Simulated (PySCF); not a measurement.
## J couplings in 4-ethynylpyridine

Molfile (atoms numbered from 1):
```
C7H5N
     RDKit          3D

 13 13  0  0  0  0  0  0  0  0999 V2000
    3.1550   -0.2514   -0.0635 C   0  0  0  0  0  0  0  0  0  0  0  0
    1.9458   -0.1596   -0.0518 C   0  0  0  0  0  0  0  0  0  0  0  0
    0.5215   -0.0538   -0.0376 C   0  0  0  0  0  0  0  0  0  0  0  0
   -0.1167    1.1754   -0.2617 C   0  0  0  0  0  0  0  0  0  0  0  0
   -1.5080    1.2182   -0.2353 C   0  0  0  0  0  0  0  0  0  0  0  0
   -2.2772    0.1563   -0.0089 N   0  0  0  0  0  0  0  0  0  0  0  0
   -1.6705   -1.0089    0.2033 C   0  0  0  0  0  0  0  0  0  0  0  0
   -0.2883   -1.1744    0.2012 C   0  0  0  0  0  0  0  0  0  0  0  0
    4.2264   -0.3325   -0.0735 H   0  0  0  0  0  0  0  0  0  0  0  0
    0.4687    2.0763   -0.4522 H   0  0  0  0  0  0  0  0  0  0  0  0
   -2.0255    2.1689   -0.4080 H   0  0  0  0  0  0  0  0  0  0  0  0
   -2.3209   -1.8717    0.3879 H   0  0  0  0  0  0  0  0  0  0  0  0
    0.1596   -2.1530    0.3811 H   0  0  0  0  0  0  0  0  0  0  0  0
  1  2  3  0
  2  3  1  0
  3  4  2  0
  4  5  1  0
  5  6  2  0
  6  7  1  0
  7  8  2  0
  8  3  1  0
  1  9  1  0
  4 10  1  0
  5 11  1  0
  7 12  1  0
  8 13  1  0
M  END
```

Indirect spin–spin couplings were computed at B3LYP/pcJ-1 (spin–dipole term only in couplings to heteroatoms) (PySCF 2.14.0 with density-fitted response routines) on a PBE0-D3(BJ)/def2-SVP structure, for the isolated molecule, without vibrational or relativistic corrections. Couplings are averaged over pairs made equivalent by symmetry, fast rotation or ring inversion, so a value needn't be that of the named pair in this geometry, while other rotamers aren't included; one pair stands for each set, and the list holds a selection of those of at least 1.5 Hz over up to four bonds.

Isotopes: $^{13}$C, $^{1}$H, $^{15}$N.

```json
{"pair": "C1, C2", "bonds": "1", "J (Hz)": "201.4"}
{"pair": "C1, H9", "bonds": "1", "J (Hz)": "277.2"}
{"pair": "C2, C3", "bonds": "1", "J (Hz)": "99.5"}
{"pair": "C3, C4", "bonds": "1", "J (Hz)": "?"}
{"pair": "C4, C5", "bonds": "1", "J (Hz)": "59.1"}
{"pair": "C4, H10", "bonds": "1", "J (Hz)": "?"}
{"pair": "C5, H11", "bonds": "1", "J (Hz)": "188.0"}
{"pair": "C1, C3", "bonds": "2", "J (Hz)": "14.2"}
{"pair": "C2, H9", "bonds": "2", "J (Hz)": "52.3"}
{"pair": "C4, N6", "bonds": "2", "J (Hz)": "?"}
{"pair": "C4, H11", "bonds": "2", "J (Hz)": "10.5"}
{"pair": "C5, C7", "bonds": "2", "J (Hz)": "?"}
{"pair": "C5, H10", "bonds": "2", "J (Hz)": "3.8"}
{"pair": "N6, H11", "bonds": "2", "J (Hz)": "-12.7"}
{"pair": "C1, C4", "bonds": "3", "J (Hz)": "?"}
{"pair": "C2, C5", "bonds": "3", "J (Hz)": "4.8"}
{"pair": "C2, H10", "bonds": "3", "J (Hz)": "6.1"}
{"pair": "C3, N6", "bonds": "3", "J (Hz)": "?"}
{"pair": "C3, H9", "bonds": "3", "J (Hz)": "?"}
{"pair": "C3, H11", "bonds": "3", "J (Hz)": "?"}
{"pair": "C4, C7", "bonds": "3", "J (Hz)": "12.0"}
{"pair": "C4, H13", "bonds": "3", "J (Hz)": "5.5"}
{"pair": "C5, H12", "bonds": "3", "J (Hz)": "12.4"}
{"pair": "H10, H11", "bonds": "3", "J (Hz)": "5.7"}
{"pair": "C4, H9", "bonds": "4", "J (Hz)": "-2.5"}
{"pair": "C4, H12", "bonds": "4", "J (Hz)": "-2.0"}
```

Question: Estimate the withheld couplings, with signs.

Answer: 
- $^{1}J$(C3,C4) = 61.2 Hz (bond length 1.403 Å)
- $^{1}J$(C4,H10) = 174.3 Hz (bond length 1.091 Å, sp2 carbon)
- $^{2}J$(C4,N6) = 2.3 Hz (angle at C5 124°)
- $^{2}J$(C5,C7) = -4.8 Hz (angle at N6 118°)
- $^{3}J$(C1,C4) = 2.4 Hz
- $^{3}J$(C3,N6) = -4.3 Hz
- $^{3}J$(C3,H9) = 4.7 Hz
- $^{3}J$(C3,H11) = 7.7 Hz (dihedral angle 180°)
